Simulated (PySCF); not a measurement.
**NMR data sheet: C$_{4}$H$_{5}$Cl$_{3}$Si**

| Item | Value |
| --- | --- |
| Formula | C4H5Cl3Si |
| SMILES | C=C1[SiH2][C@H]1C(Cl)(Cl)Cl |
| Point group of the computed structure | C1 |
| Degrees of unsaturation | 2 |
| Carbon signals | 4 |
| Proton signals | 5 |

Structure with atom numbers: `[CH2:1]=[C:2]1[SiH2:3][C@H:4]1[C:5]([Cl:6])([Cl:7])[Cl:8]` (H(Xn): hydrogen on atom n). Ha(Si3) is cis to C5 on the ring; Ha(C1) is cis to Si3; Hb(Si3) is trans to C5 on the ring; Hb(C1) is trans to Si3.

PySCF calculation with NMR shieldings at PBE0/pcSseg-1/GIAO and structure optimised with GFN2-xTB; no relativistic terms, fast rotation and ring inversion assumed for equivalent nuclei, one conformer, no solvent.

References, each an isolated molecule treated in the same way: ¹H, ¹³C, ²⁹Si against TMS.

| carbon | δC, type | δH (multiplicity) | HMBC from (2–3 bonds) | span of the C tensor (ppm) |
| --- | --- | --- | --- | --- |
| C1 | 139.1, CH2 | Hb(C1) 7.37 (br s); Ha(C1) 6.82 (br s) | Ha(Si3), Hb(Si3), H(C4) | 233 |
| C2 | 146.0, C | – | Hb(C1), Ha(C1), Ha(Si3), Hb(Si3), H(C4) | 224 |
| C4 | 41.9, CH | 2.73 (m) | Hb(C1), Ha(C1), Ha(Si3), Hb(Si3) | 93 |
| C5 | 124.1, C | – | Ha(Si3), Hb(Si3), H(C4) | 19 |

Other nuclei:
```csv
atoms,nucleus,environment,δ (ppm),σ (ppm)
Ha(Si3),¹H,"hydrogen on a silicon bonded to 2 C, in a 3-membered ring",3.69,28.03
Hb(Si3),¹H,"hydrogen on a silicon bonded to 2 C, in a 3-membered ring",3.48,28.24
Si3,²⁹Si,"silicon bonded to 2 C, 2 H, in a 3-membered ring",-130.3,479.5
```

Carbon types of the structure: 2 × C, 1 × CH, 1 × CH2, leaving 2 H on heteroatoms. δC 146.0: fully substituted alkene carbon; the olefinic region. δC 139.1: terminal =CH2 carbon; an sp2 carbon of a C=C bond. δC 124.1: fully substituted sp3 carbon bonded to 3 Cl; 3 electronegative neighbours deshield it. δH 7.37, 6.82: hydrogen on a terminal =CH2 carbon; attached to an sp2 carbon and in the plane of the double bond. δH 3.69, 3.48: hydrogen on a silicon bonded to 2 C, in a 3-membered ring.

Carbons that carry Cl, above all several Cl atoms, come out too deshielded, partly because spin–orbit coupling is missing. Shifts are as computed. Against solution values, carbons near 30 ppm lie about +3 ppm off and those near 130 ppm about +5 ppm; carbons on Cl a further +6 ppm. Of 1309 compounds with measured shifts, 239 miss one by over three times the rms of a fit or turn the order of signals round; such compounds aren't used in these exercises. No couplings were computed; multiplicities are counted from neighbouring protons, with m where these are inequivalent, close in shift, in a saturated or five-membered ring or joined by F or P, and br s for small geminal =CH2 splittings.
